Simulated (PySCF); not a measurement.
Cartesian coordinates (Å):
```xyz
11

Hf    -0.0483     0.0666     0.0504
C      0.9321     1.7764     1.0000
H      1.8313     1.4215     1.5438
H      0.3143     2.3522     1.7128
H      1.2796     2.4767     0.2131
C     -2.1079    -0.1073     0.7680
H     -2.7989    -0.0543    -0.0978
H     -2.4289     0.6549     1.5009
H     -2.2447    -1.1033     1.2364
H      0.8768    -1.4847     0.5177
H     -0.0814     0.3481    -1.7934
```
Charge 0, spin multiplicity 1.

Problem. Predict the LUMO, dipole moment, charge on the central atom (Mulliken), HOMO and HOMO–LUMO gap from PySCF with TPSSh-D3(BJ)/def2-TZVP // r2SCAN-D4/def2-SVP.

Solution. 
```yaml
LUMO: -1.61 eV
dipole_moment: 1.10 D
charge on the central atom (Mulliken): 1.02 e
HOMO: -7.10 eV
HOMO–LUMO gap: 5.49 eV
```
